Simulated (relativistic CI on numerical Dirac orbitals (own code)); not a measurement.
## d5 in a ligand field

Computed with a parametric ligand-field model of a d^n configuration (Racah B and C, spin-orbit zeta, crystal field), exact diagonalisation.

Field parameters in Wybourne normalisation: Oh B⁴₀ = 21Dq, B⁴₄ = √(5/14) B⁴₀. The field is a parameter set, without covalency.

(1) Ground term and bands for B = 960, C = 4000, ζ = 0 cm⁻¹, Oh, 10Dq = 2880 cm⁻¹?

(2) Ground term and bands for B = 960, C = 4000, ζ = 0 cm⁻¹, Oh, 10Dq = 18240 cm⁻¹?

(3) Ground term and bands for B = 960, C = 4000, ζ = 0 cm⁻¹, Oh, 10Dq = 27840 cm⁻¹?

(4) Ground term and bands for B = 960, C = 4000, ζ = 0 cm⁻¹, Oh, 10Dq = 10560 cm⁻¹?

(5) Ground term and bands for B = 960, C = 4000, ζ = 0 cm⁻¹, Oh, 10Dq = 29760 cm⁻¹?

Results:

(1) Ground term 6A1 with 2.00 electrons in the two orbitals of the cubic e set. Spin-allowed: none. Lowest spin-forbidden: 4T1 28460 cm⁻¹ (351 nm), 4T2 29413 cm⁻¹ (340 nm), 4A1+E 29600 cm⁻¹ (338 nm). A high-spin d5 ion has no spin-allowed d-d band, hence its pale colour.

(2) Ground term 6A1 with 2.00 electrons in the two orbitals of the cubic e set. Spin-allowed: none. Lowest spin-forbidden: 2T2 14306 cm⁻¹ (699 nm), 4T1 14509 cm⁻¹ (689 nm), 4T2 20763 cm⁻¹ (482 nm). A high-spin d5 ion has no spin-allowed d-d band, hence its pale colour.

(3) Ground term 2T2 with 0.06 electrons in the two orbitals of the cubic e set. Spin-allowed: 2A2 23231 cm⁻¹ (430 nm), 2T1 23569 cm⁻¹ (424 nm), 2T2 25857 cm⁻¹ (387 nm), 2E 28063 cm⁻¹ (356 nm). Lowest spin-forbidden: 6A1 4142 cm⁻¹ (2414 nm), 4T1 9268 cm⁻¹ (1079 nm), 4T2 16155 cm⁻¹ (619 nm).

(4) Ground term 6A1 with 2.00 electrons in the two orbitals of the cubic e set. Spin-allowed: none. Lowest spin-forbidden: 4T1 21850 cm⁻¹ (458 nm), 4T2 26605 cm⁻¹ (376 nm), 2T2 28643 cm⁻¹ (349 nm). A high-spin d5 ion has no spin-allowed d-d band, hence its pale colour.

(5) Ground term 2T2 with 0.06 electrons in the two orbitals of the cubic e set. Spin-allowed: 2A2 25072 cm⁻¹ (399 nm), 2T1 25410 cm⁻¹ (394 nm), 2T2 27751 cm⁻¹ (360 nm), 2E 29956 cm⁻¹ (334 nm). Lowest spin-forbidden: 6A1 7869 cm⁻¹ (1271 nm), 4T1 11105 cm⁻¹ (901 nm), 4T2 18062 cm⁻¹ (554 nm).
